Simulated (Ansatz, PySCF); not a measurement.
CH₄O₄Si, SMILES O=C(O)[SiH](O)O. Atoms are numbered in the order given.

```xyz
10

O      1.2264    -1.3930    -0.3583
C      0.8505    -0.5117     0.3805
O      1.5768    -0.0712     1.4067
Si    -0.8530     0.3091     0.0607
O     -1.5496    -0.7365    -1.0089
O     -0.4769     1.7953    -0.5610
H      2.4086    -0.5776     1.4086
H     -1.7346     0.4298     1.2472
H     -0.8841    -1.2945    -1.4364
H     -1.2000     2.3978    -0.7582
```

Coordinates come from a PBE0-D3(BJ)/def2-SVP optimisation. Other conformers were not sampled.

Two levels are set side by side: PBE-D3(BJ)/def2-SVP (Ansatz, a first-principles code) and PBE0-D3(BJ)/def2-SVP (Ansatz). Each level has its own optimised geometry; the coordinates shown are those of the second. Frequencies come from the Hessian of PySCF at each geometry. Differences are taken from unrounded values.

```tsv
quantity	PBE0-D3(BJ)	PBE-D3(BJ)	PBE-D3(BJ) minus PBE0-D3(BJ)
mean bond length (Å)	1.350	1.364	0.014
bond O1–C2 (Å)	1.210	1.224	0.014
bond C2–O3 (Å)	1.332	1.348	0.016
bond C2–Si4 (Å)	1.918	1.929	0.011
bond Si4–O5 (Å)	1.650	1.668	0.018
bond Si4–O6 (Å)	1.654	1.673	0.019
bond O3–H7 (Å)	0.974	0.988	0.014
bond Si4–H8 (Å)	1.483	1.495	0.012
bond O5–H9 (Å)	0.968	0.981	0.013
bond O6–H10 (Å)	0.962	0.973	0.012
highest harmonic wavenumber (cm⁻¹)	3935	3764	-171
mean harmonic wavenumber (cm⁻¹)	1147	1099	-47
zero-point energy (kcal/mol)	39.34	37.72	-1.62
```

GGA bonds tend to be longer and softer than those of functionals with exact exchange. Differences between two approximate levels are no errors against the true value.
